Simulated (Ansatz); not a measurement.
Consider the substitution at a C–O bond: `COCC[SiH3]` + HCl → `[SiH3]CCCl` + CH₃OH.

Program: Ansatz. Geometries: PBE0-D4/def2-TZVP. ΔE: electronic, gas phase. CCSD(T)/CBS is the MP2 limit (def2-TZVPP, def2-QZVPP) plus CCSD(T) − MP2 in def2-TZVPP, frozen cores. This one scheme is used for every species. Functionals use def2-TZVPP. B3LYP here is the variant with VWN-RPA as its local correlation; programs differ in this. HSE06 is defined as in plane-wave codes. One conformer a species, not always the lowest.

`COCC[SiH3]`:

```xyz
15

C    -2.336    0.989    0.792
O    -1.184    1.111    0.007
C    -0.308    0.024    0.171
C     0.906    0.227   -0.704
Si    2.170   -1.155   -0.581
H    -2.092    0.945    1.864
H    -2.909    0.087    0.533
H    -2.956    1.866    0.608
H    -0.013   -0.060    1.230
H    -0.823   -0.913   -0.093
H     1.394    1.171   -0.437
H     0.591    0.322   -1.748
H     2.669   -1.289    0.815
H     3.324   -0.869   -1.473
H     1.568   -2.456   -0.985
```

HCl:

```xyz
2

Cl    0.259    0.229    0.538
H    -0.259   -0.229   -0.538
```

`[SiH3]CCCl`:

```xyz
11

Si    0.239    1.509    0.085
C    -0.628   -0.141   -0.192
C     0.272   -1.322    0.072
Cl   -0.566   -2.884   -0.195
H     1.414    1.632   -0.819
H    -0.705    2.623   -0.193
H     0.714    1.613    1.490
H    -1.506   -0.185    0.459
H    -0.996   -0.171   -1.222
H     1.138   -1.330   -0.590
H     0.624   -1.344    1.104
```

CH₃OH:

Z-matrix (Å, degrees):
```
C
O 1 1.409
H 1 1.097 2 112.4
H 1 1.090 2 107.0 3 -118.5
H 1 1.097 2 112.4 3 123.0
H 2 0.959 1 108.5 3 -61.6
```

```json
{"level": "LDA (SPW92)", "ΔE (kJ/mol)": "1.2", "difference from CCSD(T)/CBS": "10.1"}
{"level": "PBE-D4", "ΔE (kJ/mol)": "-8.8", "difference from CCSD(T)/CBS": "0.1"}
{"level": "revPBE-D4", "ΔE (kJ/mol)": "-9.4", "difference from CCSD(T)/CBS": "-0.5"}
{"level": "r2SCAN-D4", "ΔE (kJ/mol)": "-6.0", "difference from CCSD(T)/CBS": "2.9"}
{"level": "B97M-V", "ΔE (kJ/mol)": "-1.5", "difference from CCSD(T)/CBS": "7.4"}
{"level": "PBE0-D4", "ΔE (kJ/mol)": "-8.3", "difference from CCSD(T)/CBS": "0.6"}
{"level": "B3LYP-D4", "ΔE (kJ/mol)": "-6.9", "difference from CCSD(T)/CBS": "2.0"}
{"level": "r2SCANh-D4", "ΔE (kJ/mol)": "-6.3", "difference from CCSD(T)/CBS": "2.6"}
{"level": "r2SCAN0-D4", "ΔE (kJ/mol)": "-6.5", "difference from CCSD(T)/CBS": "2.4"}
{"level": "HSE06-D4", "ΔE (kJ/mol)": "-8.6", "difference from CCSD(T)/CBS": "0.3"}
{"level": "BHLYP-D4", "ΔE (kJ/mol)": "-5.6", "difference from CCSD(T)/CBS": "3.3"}
{"level": "CAM-B3LYP-D4", "ΔE (kJ/mol)": "-2.4", "difference from CCSD(T)/CBS": "6.5"}
{"level": "ωB97X-V", "ΔE (kJ/mol)": "-4.8", "difference from CCSD(T)/CBS": "4.1"}
{"level": "ωB97M-V", "ΔE (kJ/mol)": "-6.2", "difference from CCSD(T)/CBS": "2.7"}
{"level": "B2PLYP", "ΔE (kJ/mol)": "-7.7", "difference from CCSD(T)/CBS": "1.2"}
{"level": "PBE-QIDH", "ΔE (kJ/mol)": "-8.0", "difference from CCSD(T)/CBS": "0.9"}
{"level": "PBE", "ΔE (kJ/mol)": "-10.1", "difference from CCSD(T)/CBS": "-1.2"}
{"level": "BLYP", "ΔE (kJ/mol)": "-9.9", "difference from CCSD(T)/CBS": "-1.0"}
{"level": "r2SCAN", "ΔE (kJ/mol)": "-6.8", "difference from CCSD(T)/CBS": "2.1"}
{"level": "PBE0", "ΔE (kJ/mol)": "-9.5", "difference from CCSD(T)/CBS": "-0.6"}
{"level": "B3LYP", "ΔE (kJ/mol)": "-8.5", "difference from CCSD(T)/CBS": "0.4"}
{"level": "r2SCANh", "ΔE (kJ/mol)": "-7.0", "difference from CCSD(T)/CBS": "1.9"}
{"level": "r2SCAN0", "ΔE (kJ/mol)": "-7.3", "difference from CCSD(T)/CBS": "1.6"}
{"level": "HSE06", "ΔE (kJ/mol)": "-9.7", "difference from CCSD(T)/CBS": "-0.8"}
{"level": "BHLYP", "ΔE (kJ/mol)": "-6.2", "difference from CCSD(T)/CBS": "2.7"}
{"level": "LC-ωPBE", "ΔE (kJ/mol)": "-6.4", "difference from CCSD(T)/CBS": "2.5"}
{"level": "RPA@PBE/def2-TZVPP", "ΔE (kJ/mol)": "-2.5", "difference from CCSD(T)/CBS": "6.4"}
{"level": "HF/def2-SVP", "ΔE (kJ/mol)": "7.2", "difference from CCSD(T)/CBS": "16.1"}
{"level": "MP2/def2-SVP", "ΔE (kJ/mol)": "7.4", "difference from CCSD(T)/CBS": "16.3"}
{"level": "HF/def2-TZVPP", "ΔE (kJ/mol)": "-5.9", "difference from CCSD(T)/CBS": "3.0"}
{"level": "MP2/def2-TZVPP", "ΔE (kJ/mol)": "-7.8", "difference from CCSD(T)/CBS": "1.1"}
{"level": "SCS-MP2/def2-TZVPP", "ΔE (kJ/mol)": "-7.1", "difference from CCSD(T)/CBS": "1.8"}
{"level": "CCSD/def2-TZVPP", "ΔE (kJ/mol)": "-3.3", "difference from CCSD(T)/CBS": "5.6"}
{"level": "CCSD(T)/def2-TZVPP", "ΔE (kJ/mol)": "-3.6", "difference from CCSD(T)/CBS": "5.3"}
{"level": "HF/def2-QZVPP", "ΔE (kJ/mol)": "-6.1", "difference from CCSD(T)/CBS": "2.8"}
{"level": "MP2/def2-QZVPP", "ΔE (kJ/mol)": "-10.9", "difference from CCSD(T)/CBS": "-2.0"}
{"level": "SCS-MP2/def2-QZVPP", "ΔE (kJ/mol)": "-10.2", "difference from CCSD(T)/CBS": "-1.3"}
{"level": "HF/CBS(def2)", "ΔE (kJ/mol)": "-6.1", "difference from CCSD(T)/CBS": "2.8"}
{"level": "MP2/CBS(def2)", "ΔE (kJ/mol)": "-13.1", "difference from CCSD(T)/CBS": "-4.2"}
{"level": "CCSD/CBS(def2)", "ΔE (kJ/mol)": "-8.6", "difference from CCSD(T)/CBS": "0.3"}
{"level": "CCSD(T)/CBS", "ΔE (kJ/mol)": "-8.9", "difference from CCSD(T)/CBS": "0"}
```

Largest T1 diagnostic among the species: 0.010.

From BLYP to BHLYP (50 % exact exchange), in def2-TZVPP and without D4, ΔE moves by +3.7 kJ/mol. Leaving LDA and LC-ωPBE aside and taking each functional with its dispersion term where it has one, the values spread over 7.9 kJ/mol, from revPBE-D4 to B97M-V. LDA lies +11.4 kJ/mol from PBE without D4. At CCSD(T), def2-SVP lies +20.3 kJ/mol from the extrapolated value and def2-TZVPP +5.3 kJ/mol.

CCSD(T)/CBS has its own doubt, a few kJ/mol and more with outer-core shells, so smaller differences from it don't rank the levels.
